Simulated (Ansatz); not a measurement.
Reactions of C2H7ClSn (`[CH3][SnH]([CH3])[Cl]`).

Isolated molecules relaxed with PBE0-D4/def2-TZVP in Ansatz; ΔE leaves out vibrations. CCSD(T)/CBS adds triple-zeta CCSD(T) − MP2 to the extrapolated MP2 energy (def2 sets, frozen cores). This one scheme is used for every species. Elements past krypton have def2 core potentials. For Ga, Sn outer-core shells are correlated without core-valence functions, which leaves a few kJ/mol of doubt a bond. Scalar relativity is left out up to krypton. One conformer a species, not always the lowest.

(1) Order these by ΔE at CCSD(T)/CBS, lowest first. (An estimate is asked.)
A. `[CH3][SnH]([CH3])[Cl]` + `CC#CO` → `[CH3][SnH2][Cl]` + `CC#COC`
B. `[CH3][SnH]([CH3])[Cl]` + `[SiH3]SS` → `CSS[SiH3]` + `[CH3][SnH2][Cl]`
C. `[CH3][SnH]([CH3])[Cl]` + SiH₄ → `[CH3][SnH]([SiH3])[Cl]` + CH₄
D. `[CH3][SnH]([CH3])[Cl]` → `[CH3][Sn][CH3]` + HCl
E. `[CH3][SnH]([CH3])[Cl]` + `N#[C][Ga]([F])[F]` → `[CH3][Sn]([CH3])([Cl])[C]#N` + `[F][GaH][F]`
F. `[CH3][SnH]([CH3])[Cl]` + H₂ → `[CH3][SnH2][Cl]` + CH₄

Largest T1 diagnostic: 0.015, for `N#[C][Ga]([F])[F]`.

Answers

(1) C (-9.8 kcal/mol), F (-6.8 kcal/mol), E (-4.6 kcal/mol), B (+8.0 kcal/mol), A (+19.3 kcal/mol), D (+43.8 kcal/mol).
